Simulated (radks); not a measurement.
Values are calculated unless marked as measured or tabulated.
Spherical quantum dot in the effective-mass picture: electrons in a parabolic well V = omega^2 r^2 / 2 with omega = 0.676, with a point charge +1 (a donor) at the centre, all in effective atomic units (hartree* = m*/eps^2 hartree, bohr* = eps/m* bohr), one dielectric constant everywhere. Level of theory: non-relativistic Kohn-Sham, LDA (Slater exchange, Perdew-Wang correlation), spin-polarised, spherical densities (a radial shooting solver with Libxc functionals). Levels are named by radial order and angular momentum (1s, 1p, 1d, 2s, ...), and open shells are averaged over m.

N = 24, configuration 1s2 1p6 1d10 2s2 1f(up 4, down 0). This is the lowest configuration that the search found. Occupied and some empty levels:

level    occupation  eigenvalue (hartree*)  <r> (bohr*)
1s up             1                 8.6131        1.742
1s down           1                 8.6241        1.698
1p up             3                 8.9950        2.685
1p down           3                 9.0236        2.657
2s up             1                 9.2055        2.566
2s down           1                 9.2315        2.587
1d up             5                 9.3114        3.082
1d down           5                 9.3463        3.071
1f up             4                 9.6571        3.367
1f down           0                 9.6945        3.365
2p up             0                 9.7488        2.874
2p down           0                 9.7709        2.886
1g up             0                 10.035        3.600
1g down           0                 10.073        3.605
2d up             0                 10.193        3.210
2d down           0                 10.216        3.215

Energy (hartree*): total 134.749, kinetic 14.381, external 39.595, Hartree 89.611, exchange-correlation -8.8378.
